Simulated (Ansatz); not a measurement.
The molecule YN, multiplicity 3 (an upper state: multiplicity 1 came lower at CCSD(T)/def2-TZVPP on PBE0 minima). No spin–orbit coupling.

The constants come from a fifth-degree fit in 1/R (seven points, main isotopes). In def2 and cc sets the state is the lowest found near the PBE0 minimum, followed along R.

The values were computed with Ansatz (a first-principles code) with Gaussian orbitals. Values without a source in brackets are computed. In def2 rows elements past Kr take small-core potentials, without spin–orbit coupling.

Problem. What bond length and harmonic frequency does PBE/def2-TZVPP give?

Solution. r_e = 1.846 Å, ω_e = 818 cm⁻¹.

Problem. What bond length and harmonic frequency does PBE0/def2-TZVPP give?

Solution. r_e = 1.830 Å, ω_e = 854 cm⁻¹.

Problem. What bond length and harmonic frequency does wB97X-V/def2-TZVPP give?

Solution. r_e = 1.833 Å, ω_e = 860 cm⁻¹.
